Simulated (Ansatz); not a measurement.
`C=C=C([SiH3])[SiH3]` at its PBE0-D4/def2-TZVP geometry, where that method's forces vanish. Total charge 0; spin multiplicity 1.

```xyz
13

C     1.3959   -0.8077    1.8928
C     0.6652   -0.3849    0.9018
C    -0.0653    0.0379   -0.0888
Si    0.5907   -0.1361   -1.8276
Si   -1.7304    0.7956    0.2820
H     1.3123   -1.8274    2.2513
H     2.1048   -0.1499    2.3829
H    -0.3446   -0.9625   -2.6366
H     1.9301   -0.7733   -1.7973
H     0.6821    1.2039   -2.4662
H    -1.9643    0.8013    1.7470
H    -2.7994    0.0166   -0.3980
H    -1.7771    2.1863   -0.2434
```

Q: What forces (eV/Å) does ωB97M-V/def2-TZVPP give on these atoms in Ansatz? (Estimate.)

A: Ansatz gave: 
```
C1   0.106 -0.062  0.145
C2  -0.008  0.006 -0.011
C3  -0.035  0.020 -0.047
Si4  0.066 -0.019 -0.155
Si5 -0.151  0.068  0.041
H6  -0.011  0.093 -0.052
H7  -0.075 -0.043 -0.064
H8   0.106  0.094  0.095
H9  -0.151  0.071  0.000
H10 -0.011 -0.152  0.075
H11  0.030 -0.002 -0.165
H12  0.125  0.088  0.077
H13  0.008 -0.160  0.060
```
